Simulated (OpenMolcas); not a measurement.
d9 ions of charge +2 down a group on the Y site of Cs2NaYF6

```json
{
 "Program": "OpenMolcas 26.06",
 "Method": "CASSCF",
 "Spin-orbit coupling": "state interaction with AMFI integrals over the reference wave functions"
}
```

The d shell is active. Each dopant is a cluster with its nearest anions in model potentials and point charges, with no relaxation and no local charge compensation. Distances were set from a Shannon-type radius of the metal (high-spin where two are listed) plus a fixed donor radius (F 1.31 Å), in hosts weighted 0.65 to 0.35 with the host's distance in the model lattice. Ligand basis ANO-RCC-VDZP, DKH2 Hamiltonian. States (labels of O, the rotations of Oh). Energies in cm-1 above the lowest state or level, χT in cm3 K/mol; 10Dq is the gap between the two states. Spin-only χT is S(S+1) / 2 for the spin of the ground state.

```
 Ion  Shell  R (Å)   Metal basis  Ground state  First state of that spin  10Dq  First gap with spin-orbit (degeneracies)  χT at 300 K  Spin-only χT
Cu2+    3d9  2.088  ANO-RCC-VTZP            2E                  2T2 4507  4507                               3893 (4, 2)        0.689         0.375
Ag2+    4d9  2.225  ANO-RCC-VTZP            2E                  2T2 9012  9012                               7721 (4, 2)        0.642         0.375
```

|10Dq| changes by a factor of 9012 / 4507 = 2.00 from Cu2+ to Ag2+.

χT departs most from the spin-only value for Cu2+, by +0.314 cm3 K/mol.

An orbital doublet at a regular site is open to a Jahn-Teller distortion, which this geometry leaves out. Ligand-to-metal charge-transfer states are missing. With metal d orbitals alone and no dynamic correlation 10Dq can be off by a tenth to a fifth, either way, in oxide and fluoride hosts (holds for Cu2+). With metal d orbitals alone the field can be off either way by tens of per cent (holds for Ag2+). No measured value stands beside these numbers; the geometry was set by hand and not optimised.
